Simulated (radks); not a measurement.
Fractional charge and spin in the 4s shell of bromine: the spin-up occupation runs from 0 to 1 and the spin-down occupation from 0 to 1; the fullest corner is Br2+, [Ar] 3d10 4p(up 1.5, down 1.5) 4s(up 1, down 1). All-electron calculation, non-relativistic Kohn-Sham, SCAN, spin-polarised, spherical densities, point nucleus; meta-GGA in the generalised Kohn-Sham scheme. Program: a radial shooting solver on a logarithmic mesh with Libxc functionals. Energy (eV) minus the two flat planes that join the four corners (they meet along the diagonal where the two added fractions sum to one electron); zero is where a piecewise linear energy would lie.

down \ up,0,0.25,0.5,0.75,1
0,0.000,-1.122,-1.499,-1.137,0.000
0.25,-1.122,-1.326,-0.786,0.484,-1.060
0.5,-1.499,-0.786,0.667,-0.741,-1.407
0.75,-1.137,0.484,-0.741,-1.264,-1.062
1,0.000,-1.060,-1.407,-1.062,0.000

Corners above the fullest one (they belong to Br3+ and the next ion): (up 1, down 0) 47.458 eV, (up 0, down 1) 47.458 eV, (up 0, down 0) 109.21 eV. With half an added electron in each spin the energy lies 0.667 eV from the planes, and with half an added electron in spin up alone -1.499 eV. The planes are only a guide here: the flat-plane condition holds for ground states with one frontier orbital, while this shell lies below other occupied shells, so the corners above the fullest one are inner-hole states and not the ground states of those ions.
